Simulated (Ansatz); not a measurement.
Consider the ligand exchange at a B–O bond: `CB(O)O` + CH₃SH → `CSB(C)O` + H₂O.

Isolated molecules relaxed with PBE0-D4/def2-TZVP in Ansatz; ΔE leaves out vibrations. CBS: MP2 limit from def2 TZ/QZ plus the TZ coupled-cluster correction, frozen cores. This one scheme is used for every species. Functionals use def2-TZVPP. Each species was taken in one conformer, which may not be the lowest.

CCSD(T)/CBS gives +45.4 kJ/mol.

(1) Another level gave +47.3 kJ/mol. Which?
A. BHLYP-D4/def2-TZVPP
B. RPA@PBE/def2-TZVPP
C. PBE/def2-TZVPP
D. BLYP/def2-TZVPP

(2) What do rigid-rotor, harmonic-oscillator terms from PBE0-D4/def2-TZVP frequencies (298.15 K, 1 bar) make of the CCSD(T)/CBS value? (Estimate.)

Largest T1 diagnostic among the species: 0.012.

Answers

(1) C. PBE 47.3, BHLYP-D4 56.8, RPA@PBE/def2-TZVPP 52.0, BLYP 61.1 kJ/mol.

(2) Computed: ΔZPE = +0.1 kJ/mol, ΔH = +48.9 kJ/mol, ΔS = -17 J/(mol·K), ΔG = +54.0 kJ/mol. Modes under 50 cm⁻¹ make the entropy rough.

Leaving LDA and LC-ωPBE aside and taking each functional with its dispersion term where it has one, the values, not all of them listed here, spread over 21.7 kJ/mol, from revPBE-D4 to CAM-B3LYP-D4. From BLYP to BHLYP (50 % exact exchange), in def2-TZVPP and without D4, ΔE moves by +4.2 kJ/mol.
